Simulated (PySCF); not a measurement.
# Spin-rotation constants: `c1c2c(ccc1)-c1cccc(CC)c1-2`, C$_{14}$H$_{12}$

Geometry:
| atom | x (Å) | y (Å) | z (Å) |
| --- | --- | --- | --- |
| C1 | -2.937 | -1.285 | 0.072 |
| C2 | -2.102 | -0.867 | 1.284 |
| C3 | -1.268 | 0.336 | 0.958 |
| C4 | -1.694 | 1.649 | 1.261 |
| C5 | -0.954 | 2.766 | 0.943 |
| C6 | 0.290 | 2.685 | 0.286 |
| C7 | 0.702 | 1.424 | -0.015 |
| C8 | -0.067 | 0.272 | 0.312 |
| C9 | 0.978 | -0.600 | -0.299 |
| C10 | 1.385 | -1.862 | -0.608 |
| C11 | 2.629 | -1.951 | -1.264 |
| C12 | 3.378 | -0.838 | -1.573 |
| C13 | 2.951 | 0.468 | -1.257 |
| C14 | 1.750 | 0.551 | -0.623 |
| H15 | -3.614 | -0.483 | -0.216 |
| H16 | -3.526 | -2.170 | 0.301 |
| H17 | -2.288 | -1.507 | -0.772 |
| H18 | -2.764 | -0.644 | 2.123 |
| H19 | -1.448 | -1.694 | 1.571 |
| H20 | -2.640 | 1.774 | 1.768 |
| H21 | -1.338 | 3.741 | 1.206 |
| H22 | 0.852 | 3.576 | 0.051 |
| H23 | 0.817 | -2.751 | -0.378 |
| H24 | 3.004 | -2.929 | -1.533 |
| H25 | 4.327 | -0.964 | -2.075 |
| H26 | 3.557 | 1.325 | -1.512 |

Method used: GIAO BHandHLYP/pcSseg-1 magnetisability, rotational g tensor and spin-rotation constants, non-relativistic, gas phase in PySCF 2.14.0. Geometry: GFN2-xTB.

Problem. Give the nuclear spin-rotation constants along the inertial axes (H = +C I·J) beside the isotropic shieldings.

Solution. Rotational constants 1.2038, 0.5674, 0.3994 GHz. A star marks the isotopologue with that one atom substituted, in its own axes.
| atom | isotope | Caa (kHz) | Cbb (kHz) | Ccc (kHz) | mean (kHz) | σ (ppm) |
| --- | --- | --- | --- | --- | --- | --- |
| H15 | 1H | -0.068 | -0.046 | -0.025 | -0.046 | 30.8 |
| H16 | 1H | -0.119 | 0.006 | -0.044 | -0.052 | 30.6 |
| H17 | 1H | -0.008 | -0.061 | -0.034 | -0.034 | 30.7 |
| H18 | 1H | 0.012 | -0.059 | -0.035 | -0.027 | 29.7 |
| H19 | 1H | -0.062 | -0.035 | -0.025 | -0.041 | 29.3 |
| H20 | 1H | 0.129 | -0.056 | -0.045 | 0.009 | 25.2 |
| H21 | 1H | -0.004 | 0.007 | -0.043 | -0.014 | 25.1 |
| H22 | 1H | -0.101 | 0.049 | -0.043 | -0.032 | 25.2 |
| H23 | 1H | -0.100 | 0.049 | -0.043 | -0.031 | 25.1 |
| H24 | 1H | -0.006 | 0.007 | -0.044 | -0.014 | 25.1 |
| H25 | 1H | 0.128 | -0.056 | -0.043 | 0.009 | 25.1 |
| H26 | 1H | -0.088 | 0.044 | -0.043 | -0.029 | 25.1 |
| C1 | 13C* | 0.186 | 0.079 | 0.056 | 0.107 | 166.9 |
| C2 | 13C* | 0.194 | 0.086 | 0.067 | 0.116 | 156.7 |
| C3 | 13C* | 0.509 | 0.261 | 0.048 | 0.273 | 43.0 |
| C4 | 13C* | 0.586 | 0.196 | 0.055 | 0.279 | 49.9 |
| C5 | 13C* | 0.518 | 0.236 | 0.048 | 0.267 | 49.8 |
| C6 | 13C* | 0.436 | 0.242 | 0.045 | 0.241 | 64.5 |
| C7 | 13C* | 0.642 | 0.214 | 0.069 | 0.308 | 25.0 |
| C8 | 13C* | 0.556 | 0.244 | 0.071 | 0.290 | 29.0 |
| C9 | 13C* | 0.646 | 0.215 | 0.068 | 0.310 | 25.2 |
| C10 | 13C* | 0.441 | 0.244 | 0.046 | 0.243 | 62.6 |
| C11 | 13C* | 0.520 | 0.234 | 0.046 | 0.267 | 50.9 |
| C12 | 13C* | 0.599 | 0.197 | 0.047 | 0.281 | 51.3 |
| C13 | 13C* | 0.432 | 0.249 | 0.045 | 0.242 | 62.3 |
| C14 | 13C* | 0.567 | 0.250 | 0.068 | 0.295 | 25.7 |

For the geometry as given, no vibrational averaging.
